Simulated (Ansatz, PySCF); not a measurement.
System: C2H7Si, net charge 0, doublet state. SMILES: [CH](C)[SiH3]
Coordinates optimised at B3LYP-D3(BJ)/def2-TZVP (Ansatz, an electronic-structure program):
```xyz
10

C     -1.7255    -0.5109     0.1624
C     -0.5631     0.3864     0.4233
Si     1.1297     0.1176    -0.2512
H     -2.5446     0.0310    -0.3268
H     -2.1420    -0.9052     1.0977
H     -1.4693    -1.3626    -0.4701
H     -0.7613     1.2484     1.0535
H      1.6656    -1.2051     0.1693
H      2.0492     1.1808     0.2178
H      1.1176     0.1137    -1.7391
```
Charge 0, spin multiplicity 2.

Wanted: atomisation energy, in kcal/mol. Terms: non-relativistic; UHF or UKS for open shells; dispersion terms only where a functional's name holds one; 6-31G* and kin with 6d, 5d where marked; valence correlation only; atomisation electronic, to ground-state atoms; spin-orbit terms left out. CBS marks a two-point X^-3 extrapolation of the correlation energy; Hartree-Fock from the larger set. Ab initio and DFT rows: single points at B3LYP-D3(BJ) geometries (Ansatz).

```csv
species,coefficient,"E at M06-2X/6-31G* (5d) (PySCF), Eh","E at B3LYP/def2-TZVPD (Ansatz), Eh"
C[CH][SiH3],-1,-369.74927,-369.92229
C atom,+2,-37.82757,-37.85953
H atom,+7,-0.49667,-0.50215
Si atom,+1,-289.32340,-289.39218
```

Coupled cluster (Ansatz) is a level with limits of its own, used here on species with T1 under 0.025 (0.045 for open shells) and stable references: CCSD(T)/CBS(aug-cc-pV(T+d)Z,aug-cc-pV(Q+d)Z). Value to compare with, CCSD(T)/CBS(aug-cc-pV(T+d)Z,aug-cc-pV(Q+d)Z) (Ansatz): 815.7 kcal/mol. 1 Eh = 627.5095 kcal/mol.

### Question
Compute it at each level from the table, and compare with CCSD(T)/CBS(aug-cc-pV(T+d)Z,aug-cc-pV(Q+d)Z) (Ansatz).

### Answer

- M06-2X/6-31G* (5d): the sum of coefficient times E is 1.29404 Eh, or 812.02 kcal/mol. Result: 812.0 kcal/mol. Its difference against CCSD(T)/CBS(aug-cc-pV(T+d)Z,aug-cc-pV(Q+d)Z) (Ansatz) is -3.7 kcal/mol.
- B3LYP/def2-TZVPD: the sum of coefficient times E is 1.29600 Eh, or 813.25 kcal/mol. Result: 813.3 kcal/mol. Its difference against CCSD(T)/CBS(aug-cc-pV(T+d)Z,aug-cc-pV(Q+d)Z) (Ansatz) is -2.4 kcal/mol.
